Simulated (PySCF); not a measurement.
# Tin: highly charged ions in a basis for the neutral atom

Sn⁵⁺ [Kr] 4d9, Sn⁶⁺ [Kr] 4d8. Computed with PySCF 2.14 in x2c-TZVPall (8s6p4d2f, 60 functions), with scalar relativity by spin-free X2C-1e. No spin-orbit coupling, so a gap to NIST mixes the basis error with missing relativistic terms.

Changed run: basis of the neutral atom used for a highly charged ion. This setting is unsound on purpose.

| species | method | sound run (hartree) | changed run (hartree) | converged |
| --- | --- | --- | --- | --- |
| Sn⁵⁺ | UHF | not run | -6167.72787 | yes |
| Sn⁵⁺ | B3LYP | not run | -6170.25946 | yes |
| Sn⁵⁺ | PBE0 | not run | -6169.88038 | yes |
| Sn⁶⁺ | UHF | not run | -6164.29268 | yes |
| Sn⁶⁺ | B3LYP | not run | -6166.75936 | yes |
| Sn⁶⁺ | PBE0 | not run | -6166.38234 | yes |

Ionisation energy of Sn⁵⁺:

```tsv
method	changed run (eV)	NIST (eV)
UHF	93.477	94 ± 2
B3LYP	95.243	94 ± 2
PBE0	95.186	94 ± 2
```

The contracted functions were made for the neutral atom and can be too rigid for a highly charged ion.
